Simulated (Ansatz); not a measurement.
Cost and result for the atomization energy of AlClH2O2 (`[OH][Al]([OH])[Cl]`) (6 atoms, 5 bonds).

Z-matrix (Å, degrees):
```
Al
O 1 1.680
Cl 1 2.092 2 120.9
O 1 1.680 2 118.2 3 179.9
H 2 0.955 1 122.5 3 0.0
H 4 0.955 1 122.5 2 -180.0
```

Charge 0, multiplicity 1. All single points use the PBE0-D4/def2-TZVP geometry. It is one conformer, not always the lowest. Program: Ansatz. Hardware: A = 2 threads of a server CPU on a shared host; B = 2 threads of an AMD EPYC 7R13 on a shared host and a share of an NVIDIA H100 80 GB. Times are those of one run each, without the atoms' runs, and a repeat can differ threefold. Electronic energies, without spin–orbit coupling; frozen cores. CCSD(T)/CBS extrapolates def2-TZVPP and def2-QZVPP, and its time is that of the two runs behind it. T1 = 0.011.

CCSD(T)/CBS is a level of theory with its own doubt, some kJ/mol a heavy atom from the limit and from the frozen cores, so smaller differences don't rank the functionals.

```tsv
level	functions	wall time	atomization (kJ/mol)	difference from CCSD(T)/CBS	per bond
LDA (SPW92)/def2-TZVPP [A]	174	1.2 s	2616.0	300.9	60.2
PBE-D4/def2-TZVPP (with forces) [A]	174	2.1 s	2310.4	-4.7	-0.9
CCSD(T)/def2-SVP [A]	74	2.5 s	2108.9	-206.2	-41.2
BHLYP-D4/def2-TZVPP [A]	174	3.2 s	2176.3	-138.8	-27.8
CAM-B3LYP-D4/def2-TZVPP [A]	174	3.8 s	2284.7	-30.4	-6.1
r2SCAN-D4/def2-TZVPP (with forces) [A]	174	3.8 s	2303.0	-12.1	-2.4
r2SCANh-D4/def2-TZVPP [A]	174	4 s	2278.0	-37.1	-7.4
CCSD(T)/def2-TZVPP [B]	174	4.6 s	2233.0	-82.1	-16.4
B2PLYP/def2-TZVPP [A]	174	4.7 s	2262.4	-52.7	-10.5
PBE-QIDH/def2-TZVPP [A]	174	4.7 s	2259.4	-55.7	-11.1
ωB97X-V/def2-TZVPP [A]	174	6 s	2288.3	-26.8	-5.4
CCSD(T)/def2-QZVPP [B]	314	8.5 s	2282.3	-32.8	-6.6
CCSD(T)/CBS(def2)	–	13 s	2315.1	0.0	0.0
```

The D4 term adds +17.8 kJ/mol with B3LYP and +9.2 kJ/mol with PBE0; it sums over pairs of atoms, weighted by their polarisabilities, and B3LYP, whose exchange is more repulsive, gets the larger term. From PBE to PBE0 (25 % exact exchange), in def2-TZVPP and without D4, the atomization energy moves by −57.4 kJ/mol: exact exchange takes away binding that semilocal exchange gives to molecules. Leaving LDA and LC-ωPBE aside and taking each functional with its dispersion term where it has one, the values spread over 134.1 kJ/mol, from BHLYP-D4 to PBE-D4. LDA lies +316.4 kJ/mol from PBE without D4, its usual overbinding.

B3LYP here is the variant with VWN-RPA as its local correlation; programs differ in this.
